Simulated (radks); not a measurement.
Removal energies from the tantalum ion Ta12+, [Kr] 4d10 4f12 5s2 5p1, by Delta-SCF beside the eigenvalue of the level emptied. All-electron calculation, scalar-relativistic Kohn-Sham, LDA (Slater exchange, Perdew-Wang correlation), spin-polarised, spherical densities, finite nucleus; Fermi nuclear charge, rms radius of each element as measured or else 0.836 A^(1/3) + 0.57 fm. Program: a radial shooting solver on a logarithmic mesh with Libxc functionals. Open shells are filled with parallel spins first.

[
 {"removed from": "5p", "final configuration": "[Kr] 4d10 4f12 5s2", "Delta-SCF (eV)": "244.59", "-eigenvalue (eV)": "234.73"},
 {"removed from": "4f", "final configuration": "[Kr] 4d10 4f11 5s2 5p1", "Delta-SCF (eV)": "265.02", "-eigenvalue (eV)": "248.43"},
 {"removed from": "5s", "final configuration": "[Kr] 4d10 4f12 5s1 5p1", "Delta-SCF (eV)": "284.89", "-eigenvalue (eV)": "274.34"},
 {"removed from": "4d", "final configuration": "[Kr] 4d9 4f12 5s2 5p1", "Delta-SCF (eV)": "466.50", "-eigenvalue (eV)": "449.29"}
]
